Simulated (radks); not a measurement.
Values are calculated unless marked as measured or tabulated.
Species: the tin ion Sn9+. Configuration: [Ar] 3d10 4s1 4p6 4d6 (not the ground configuration). Code: a radial shooting solver on a logarithmic mesh with Libxc functionals. Model: scalar-relativistic Kohn-Sham, BLYP, spin-polarised, spherical densities, finite nucleus; open shells are filled with parallel spins first (spin-orbit coupling, left out, can overturn this in heavy ions); Fermi nuclear charge, rms radius 4.6519 fm.

X-ray form factor f0, the Fourier transform of the density (f0(0) = 41):

| sin(theta)/lambda (1/angstrom) | f0 (electrons) |
|---|---|
| 0.05 | 40.748 |
| 0.1 | 40.012 |
| 0.15 | 38.846 |
| 0.2 | 37.331 |
| 0.25 | 35.566 |
| 0.3 | 33.654 |
| 0.4 | 29.759 |
| 0.5 | 26.217 |
| 0.6 | 23.289 |
| 0.8 | 19.154 |
| 1 | 16.340 |
| 1.25 | 13.423 |
| 1.5 | 10.867 |
| 2 | 7.348 |
